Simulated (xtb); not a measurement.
xtb job for C₃H₇FTe, SMILES CC([Te]F)C, GFN2-xTB. 

```
$ xtb mol.xyz --gfn 2 --sp --chrg 0 --uhf 0 --json
$ cat mol.xyz
12

Te     0.59317254     0.03919648     0.48507951
F      0.69424598     1.89352354    -0.25543079
C     -1.31381081    -0.30012166    -0.52196681
C     -1.85539302    -1.63991008    -0.06438957
C     -1.13699258    -0.22909771    -2.02461900
H     -1.96947560     0.50397029    -0.18737233
H     -2.82560671    -1.82237492    -0.52493129
H     -1.18668848    -2.44803482    -0.35625960
H     -1.98070100    -1.66734095     1.01638056
H     -0.69686535     0.72325825    -2.31127530
H     -2.10420285    -0.32232328    -2.51835101
H     -0.49246783    -1.03230642    -2.37759635
```

Output:

```
[banner left out]
          |                Calculation Setup                |
           -------------------------------------------------



           -------------------------------------------------
          |                 G F N 2 - x T B                 |
           -------------------------------------------------

        Reference                      10.1021/acs.jctc.8b01176
      * Hamiltonian:
        H0-scaling (s, p, d)           1.850000    2.230000    2.230000
        zeta-weighting                 0.500000
      * Dispersion:
        s8                             2.700000
        a1                             0.520000
        a2                             5.000000
        s9                             5.000000
      * Repulsion:
        kExp                           1.500000    1.000000
        rExp                           1.000000
      * Coulomb:
        alpha                          2.000000
        third order                    shell-resolved
        anisotropic                    true
        a3                             3.000000
        a5                             4.000000
        cn-shift                       1.200000
        cn-exp                         4.000000
        max-rad                        5.000000


          ...................................................
          :                      SETUP                      :
          :.................................................:
          :  # basis functions                  33          :
          :  # atomic orbitals                  32          :
          :  # shells                           18          :
          :  # electrons                        32          :
          :  max. iterations                   250          :
          :  Hamiltonian                  GFN2-xTB          :
          :  restarted?                      false          :
          :  GBSA solvation                  false          :
          :  PC potential                    false          :
          :  electronic temp.          300.0000000     K    :
          :  accuracy                    1.0000000          :
          :  -> integral cutoff          0.2500000E+02      :
          :  -> integral neglect         0.1000000E-07      :
          :  -> SCF convergence          0.1000000E-05 Eh   :
          :  -> wf. convergence          0.1000000E-03 e    :
          :  Broyden damping             0.4000000          :
          :  net charge                          0          :
          :  unpaired electrons                  0          :
          ...................................................

 iter      E             dE          RMSdq      gap      omega  full diag
   1    -17.9182382 -0.179182E+02  0.542E+00    2.98       0.0  T
   2    -17.9012712  0.169670E-01  0.818E+00    2.81       1.0  T
   3    -17.8765388  0.247324E-01  0.888E+00    2.78       1.0  T
   4    -17.9695419 -0.930031E-01  0.269E+00    2.99       1.0  T
   5    -17.9802077 -0.106658E-01  0.343E-01    3.09       1.0  T
   6    -17.9799343  0.273365E-03  0.343E-01    3.09       1.0  T
   7    -17.9804315 -0.497223E-03  0.137E-01    3.10       1.0  T
   8    -17.9803669  0.646601E-04  0.137E-01    3.09       1.0  T
   9    -17.9804332 -0.663518E-04  0.164E-02    3.10       1.8  T
  10    -17.9804342 -0.951828E-06  0.100E-02    3.10       2.9  T
  11    -17.9804344 -0.210953E-06  0.312E-03    3.10       9.3  T
  12    -17.9804345 -0.548232E-07  0.100E-03    3.10      28.8  T
  13    -17.9804345 -0.465900E-08  0.235E-04    3.10     122.9  T
  14    -17.9804345 -0.230486E-09  0.263E-05    3.10    1097.4  T

   *** convergence criteria satisfied after 14 iterations ***

         #    Occupation            Energy/Eh            Energy/eV
      -------------------------------------------------------------
         1        2.0000           -0.8602310             -23.4081
       ...           ...                  ...                  ...
        10        2.0000           -0.4857422             -13.2177
        11        2.0000           -0.4828774             -13.1398
        12        2.0000           -0.4796951             -13.0532
        13        2.0000           -0.4607269             -12.5370
        14        2.0000           -0.4551339             -12.3848
        15        2.0000           -0.4218533             -11.4792
        16        2.0000           -0.3798932             -10.3374 (HOMO)
        17                         -0.2660737              -7.2402 (LUMO)
        18                         -0.1993960              -5.4258
        19                         -0.0131489              -0.3578
        20                          0.0015180               0.0413
        21                          0.0611589               1.6642
       ...                                ...                  ...
        32                          0.5951142              16.1939
      -------------------------------------------------------------
                  HL-Gap            0.1138195 Eh            3.0972 eV
             Fermi-level           -0.3229835 Eh           -8.7888 eV

 SCC (total)                   0 d,  0 h,  0 min,  0.005 sec
 SCC setup                      ...        0 min,  0.000 sec (  1.422%)
 Dispersion                     ...        0 min,  0.000 sec (  0.832%)
 classical contributions        ...        0 min,  0.000 sec (  0.345%)
 integral evaluation            ...        0 min,  0.001 sec ( 14.324%)
 iterations                     ...        0 min,  0.003 sec ( 52.806%)
 molecular gradient             ...        0 min,  0.001 sec ( 28.682%)
 printout                       ...        0 min,  0.000 sec (  1.422%)

         :::::::::::::::::::::::::::::::::::::::::::::::::::::
         ::                     SUMMARY                     ::
         :::::::::::::::::::::::::::::::::::::::::::::::::::::
         :: total energy             -17.826347563329 Eh    ::
         :: gradient norm              0.000100530395 Eh/a0 ::
         :: HOMO-LUMO gap              3.097185896634 eV    ::
         ::.................................................::
         :: SCC energy               -17.980425695774 Eh    ::
         :: -> isotropic ES            0.018124847801 Eh    ::
         :: -> anisotropic ES          0.001975623971 Eh    ::
         :: -> anisotropic XC          0.002321357427 Eh    ::
         :: -> dispersion             -0.007531446501 Eh    ::
         :: repulsion energy           0.154078132445 Eh    ::
         :: add. restraining           0.000000000000 Eh    ::
         :: total charge               0.000000000000 e     ::
         :::::::::::::::::::::::::::::::::::::::::::::::::::::

           -------------------------------------------------
          |                Property Printout                |
           -------------------------------------------------

    * Orbital Energies and Occupations

         #    Occupation            Energy/Eh            Energy/eV
      -------------------------------------------------------------
         1        2.0000           -0.8602310             -23.4081
       ...           ...                  ...                  ...
         4        2.0000           -0.6079654             -16.5436
         5        2.0000           -0.5711455             -15.5417
         6        2.0000           -0.5277456             -14.3607
         7        2.0000           -0.5166706             -14.0593
         8        2.0000           -0.5039562             -13.7133
         9        2.0000           -0.4939917             -13.4422
        10        2.0000           -0.4857422             -13.2177
        11        2.0000           -0.4828774             -13.1398
        12        2.0000           -0.4796951             -13.0532
        13        2.0000           -0.4607269             -12.5370
        14        2.0000           -0.4551339             -12.3848
        15        2.0000           -0.4218533             -11.4792
        16        2.0000           -0.3798932             -10.3374 (HOMO)
        17                         -0.2660737              -7.2402 (LUMO)
        18                         -0.1993960              -5.4258
        19                         -0.0131489              -0.3578
        20                          0.0015180               0.0413
        21                          0.0611589               1.6642
        22                          0.0949537               2.5838
        23                          0.1177718               3.2047
        24                          0.1267807               3.4499
        25                          0.1576131               4.2889
        26                          0.1811980               4.9306
        27                          0.2091406               5.6910
       ...                                ...                  ...
        32                          0.5951142              16.1939
      -------------------------------------------------------------
                  HL-Gap            0.1138195 Eh            3.0972 eV
             Fermi-level           -0.3229835 Eh           -8.7888 eV

     #   Z          covCN         q      C6AA      α(0)
     1  52 Te       1.703     0.168   408.495    37.367
     2   9 F        0.717    -0.253    11.809     4.058
     3   6 C        3.762    -0.015    20.885     6.514
     4   6 C        3.811    -0.101    22.422     6.740
     5   6 C        3.795    -0.108    22.576     6.766
     6   1 H        0.925     0.048     2.343     2.394
     7   1 H        0.925     0.045     2.380     2.412
     8   1 H        0.925     0.035     2.517     2.481
     9   1 H        0.925     0.034     2.526     2.485
    10   1 H        0.925     0.060     2.200     2.320
    11   1 H        0.925     0.043     2.414     2.430
    12   1 H        0.925     0.044     2.395     2.420

 Mol. C6AA /au·bohr⁶  :       2318.835229
 Mol. C8AA /au·bohr⁸  :     108088.583883
 Mol. α(0) /au        :         78.388100


Wiberg/Mayer (AO) data.
largest (>0.10) Wiberg bond orders for each atom

 ---------------------------------------------------------------------------
     #   Z sym  total        # sym  WBO       # sym  WBO       # sym  WBO
 ---------------------------------------------------------------------------
     1  52 Te   2.159 --     2 F    1.155     3 C    0.941
     2   9 F    1.184 --     1 Te   1.155
     3   6 C    3.985 --     5 C    1.028     4 C    1.027     6 H    0.969
                             1 Te   0.941
     4   6 C    3.996 --     3 C    1.027     8 H    0.988     9 H    0.987
                             7 H    0.977
     5   6 C    3.994 --     3 C    1.028    12 H    0.984    10 H    0.981
                            11 H    0.975
     6   1 H    0.998 --     3 C    0.969
     7   1 H    0.998 --     4 C    0.977
     8   1 H    0.999 --     4 C    0.988
     9   1 H    0.999 --     4 C    0.987
    10   1 H    0.996 --     5 C    0.981
    11   1 H    0.998 --     5 C    0.975
    12   1 H    0.998 --     5 C    0.984
 ---------------------------------------------------------------------------

Topologies differ in total number of bonds
Writing topology from bond orders to xtbtopo.mol

molecular dipole:
                 x           y           z       tot (Debye)
 q only:       -0.436      -0.935       0.036
   full:       -0.703      -1.350       0.073       3.873
molecular quadrupole (traceless):
                xx          xy          yy          xz          yz          zz
 q only:        1.671      -1.337      -3.793       1.211       0.622       2.122
  q+dip:        1.850      -2.710      -4.164       0.741       0.802       2.314
   full:        2.478      -1.338      -3.610       2.227       0.043       1.132


           -------------------------------------------------
Note: The following floating-point exceptions are signalling: IEEE_UNDERFLOW_FLAG IEEE_DENORMAL
normal termination of xtb
          | TOTAL ENERGY              -17.826347563329 Eh   |
          | GRADIENT NORM               0.000100530395 Eh/α |
          | HOMO-LUMO GAP               3.097185896634 eV   |
           -------------------------------------------------

------------------------------------------------------------------------
------------------------------------------------------------------------
 total:
 SCF:
```

The calculation finished and met its thresholds.

Cost: about 0.020 core-seconds (a rough figure).
